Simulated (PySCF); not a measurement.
## `C=N[SiH2][SiH2]/C=C/C#N`: 4 charge schemes on one density

Species: C₄H₈N₂Si₂.
SMILES with atom numbers: `[CH2:1]=[N:2][SiH2:3][SiH2:4]/[CH:5]=[CH:6]/[C:7]#[N:8]` (hydrogens: H9, H10 on C1; H11, H12 on Si3; H13, H14 on Si4; H15 on C5; H16 on C6)

Geometry (GFN2-xTB, Å), atoms numbered from 1 in this order:
```
atom  x, y, z in Å
C1     1.9738    1.7758    0.0141
N2     1.6086    0.6826   -0.4644
Si3    1.8801   -0.9770   -0.1265
Si4   -0.1844   -1.7149    0.6293
C5    -1.3466   -0.2494    0.8409
C6    -2.2073    0.1683   -0.0921
C7    -3.0021    1.3170    0.0721
N8    -3.6424    2.2588    0.2179
H9     1.5751    2.6991   -0.3988
H10    2.6851    1.8900    0.8368
H11    2.2525   -1.4801   -1.4489
H12    2.9655   -1.3110    0.8123
H13   -0.8272   -2.6528   -0.2994
H14   -0.1309   -2.3751    1.9411
H15   -1.2720    0.3372    1.7499
H16   -2.3356   -0.3595   -1.0281
```

Density: PBE0/pcSseg-1 (PySCF); schemes: Mulliken, IAO, Hirshfeld and ESP-fitted. Isolated species at its GFN2-xTB geometry (one conformer only).

Question: At which atom do the 4 schemes differ most?

Answer: At C7: from +0.079 (Hirshfeld) to +0.508 e (ESP-fitted), 0.429 e apart.

Question: Do the Mulliken, IAO, Hirshfeld and ESP-fitted schemes agree on where the charge is lowest?

Answer: All schemes agree: Mulliken N2 (-0.560); IAO N2 (-0.517); Hirshfeld N2 (-0.230); ESP-fitted N2 (-0.555).

Question: For which atoms does the sign change between the 4 schemes (beyond +0.03 e in one, beyond −0.03 e in another)?

Answer: C1.

Question: What partial charge does each atom carry?

Answer: In e:

```csv
atom,environment,Mulliken,IAO,Hirshfeld,ESP-fitted
C1,C=N carbon,+0.066,-0.075,+0.033,+0.245
N2,C=N nitrogen,-0.560,-0.517,-0.230,-0.555
Si3,SiH2 silicon,+0.501,+0.607,+0.283,+0.592
Si4,SiH2 silicon,+0.337,+0.450,+0.255,+0.043
C5,alkene CH carbon,-0.339,-0.356,-0.101,-0.028
C6,alkene CH carbon,-0.123,-0.170,-0.020,-0.447
C7,nitrile carbon,+0.103,+0.141,+0.079,+0.508
N8,nitrile nitrogen,-0.245,-0.238,-0.218,-0.488
H9,hydrogen on a C=N carbon,+0.123,+0.147,+0.054,+0.043
H10,hydrogen on a C=N carbon,+0.098,+0.110,+0.046,+0.034
H11,Si–H hydrogen,-0.066,-0.105,-0.073,-0.116
H12,Si–H hydrogen,-0.098,-0.143,-0.086,-0.145
H13,Si–H hydrogen,-0.047,-0.097,-0.070,-0.026
H14,Si–H hydrogen,-0.043,-0.098,-0.073,-0.038
H15,vinylic hydrogen,+0.144,+0.168,+0.055,+0.138
H16,vinylic hydrogen,+0.148,+0.177,+0.068,+0.239
```

Mean size of the charges over all atoms: ESP-fitted 0.230 e, IAO 0.225 e, Mulliken 0.190 e, Hirshfeld 0.109 e. Each set sums to the total charge, 0, to within 0.001 e. The ESP scheme fits charges at the nuclei, held to the total charge, to the electrostatic potential on points at 1.4 to 2.0 times the van der Waals radii. The IAO scheme counts the electrons in orthogonalised intrinsic atomic orbitals, a minimal basis polarised so that it spans the occupied orbitals exactly.

Question: Sum the charges by element.

Answer: 
```json
{"element": "C", "atoms": "4", "Mulliken": "-0.293", "IAO": "-0.460", "Hirshfeld": "-0.009", "ESP-fitted": "+0.279"}
{"element": "N", "atoms": "2", "Mulliken": "-0.805", "IAO": "-0.755", "Hirshfeld": "-0.449", "ESP-fitted": "-1.042"}
{"element": "Si", "atoms": "2", "Mulliken": "+0.838", "IAO": "+1.057", "Hirshfeld": "+0.538", "ESP-fitted": "+0.636"}
{"element": "H", "atoms": "8", "Mulliken": "+0.260", "IAO": "+0.158", "Hirshfeld": "-0.080", "ESP-fitted": "+0.128"}
```

Question: How many electrons does the IAO scheme count on Si3?

Answer: Z − q = 14 − (+0.607) ≈ 13.394.

Question: How closely do the schemes follow one another over all atoms?

Answer: Correlation coefficient and root-mean-square difference: Mulliken with IAO 0.98, 0.062 e; IAO with Hirshfeld 0.95, 0.152 e; Mulliken with Hirshfeld 0.94, 0.127 e; Mulliken with ESP-fitted 0.79, 0.190 e; Hirshfeld with ESP-fitted 0.78, 0.221 e; IAO with ESP-fitted 0.76, 0.206 e.
